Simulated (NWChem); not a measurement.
System: C7H7, doublet; SMILES C12C=CC([CH]1)C=C2

Here is an NWChem input.

```
start job
memory heap 200 mb stack 900 mb global 1100 mb
geometry units angstroms noautosym nocenter noautoz
  C     -1.346245     0.073761     0.000000
  C     -0.312955    -0.009977     1.126683
  C      0.537892     1.202745     0.670451
  C      0.537892     1.202745    -0.670451
  C     -0.312955    -0.009977    -1.126683
  C      0.411626    -1.292279    -0.668393
  C      0.411626    -1.292279     0.668393
  H     -2.145831     0.815589     0.000000
  H     -0.659544     0.010901     2.161120
  H      1.043096     1.893002     1.338013
  H      1.043096     1.893002    -1.338013
  H     -0.659544     0.010901    -2.161120
  H      0.867110    -2.012172    -1.339130
  H      0.867110    -2.012172     1.339130
end
basis spherical
  C library def2-svp
  H library def2-svp
end
dft
  odft
  mult 2
  xc m05-2x
  iterations 150
end
cosmo
  dielec 2.0
end
task dft energy
```

In the optimisation the excess spin sits in a' (Cs, its own frame). All runs use the structure optimised with B3LYP/6-31G* (spherical d), spin-unrestricted. No stability test was run on the SCF state.

Level: M05-2X/def2-SVP with COSMO at NWChem's default radii, gas-phase geometry; the question gives the dielectric constant. Reactions with the solvent are ignored.

### Question
What results follow from this input? (M05-2X/def2-SVP, spin-unrestricted, COSMO on the gas-phase geometry.) Quantities: electrostatic solvation energy (kcal/mol); dipole in solution (D).

### Answer
| Property | Value |
|---|---|
| electrostatic solvation energy (kcal/mol) | -1.4 |
| dipole in solution (D) | 0.92 |
